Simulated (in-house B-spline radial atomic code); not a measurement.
## Ionising C II (C+) with different functionals

Computed with an all-electron radial atomic-structure program (B-spline basis): non-relativistic Hamiltonian, point nucleus, spin-polarised at highest spin, spherical fractional occupations for the functionals, the average over the highest-spin determinants for Hartree-Fock. The ionisation energy is the difference of two self-consistent energies, [He] 2s2 2p1 → [He] 2s2, without Breit or QED terms; ε is the level of the shell that loses the electron (its least bound occupied spin orbital).

Hybrids are left out here: with spherical fractional occupations of an open shell their exact exchange keeps a self-interaction that integer-occupation calculations don't have.

```
           method          rung  ΔSCF (eV)  -ε(2p) (eV)
     Hartree-Fock  Hartree-Fock      24.06        24.66
         LDA VWN5           LDA      24.69        17.83
         LDA PW92           LDA      24.68        17.82
LDA exchange-only           LDA      23.41        16.70
              PBE           GGA      24.59        17.73
           PBEsol           GGA      24.46        17.65
             BLYP           GGA      24.60        17.68
             RPBE           GGA      24.51        17.68
             PW91           GGA      24.67        17.81
             BP86           GGA      24.63        17.79
             AM05           GGA      24.45        17.64
             OLYP           GGA      24.41        17.62
             TPSS      meta-GGA      24.45        17.72
             SCAN      meta-GGA      24.35        17.78
           r2SCAN      meta-GGA      24.32        17.77
            M06-L      meta-GGA      24.28        17.64
          revTPSS      meta-GGA      24.32        17.64
```

(1) How do they compare with the NIST value?

Results:

(1) NIST lists 24.383 eV (measured, ground level to ground level). Errors run from -0.97 to +0.31 eV; OLYP is closest (+0.03 eV), but part of that can be cancellation, since the calculations leave out relativity, Breit-QED terms, multiplet and fine-structure energies. Hartree-Fock also lacks correlation.
